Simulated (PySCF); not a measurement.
Harmonic spectrum computed at PBE0 in the def2-TZVP basis family (core potentials from Rb on, PySCF, no spin–orbit coupling):

```
symmetry  ω (cm⁻¹)  IR (km/mol)
       a       216          0.7
       a       436          118
       b       440          103
       b       622          118
       a       644         51.6
       b      1008         59.8
       a      1012         31.7
       b      3853          155
       a      3855         45.5
```

Question: Which molecule gave it? In each, all ligands are bound to the one heavy central atom.
A. Te(OH)₂ (singlet)
B. Sn(OH)₂ (singlet)
C. Ge(OH)₂ (singlet)
D. Se(OH)₂ (singlet)
E. Sr(OH)₂ (singlet)

Answer: A. It has C2 symmetry with O–H 0.962 Å (×2), Te–O 1.949 Å (×2).
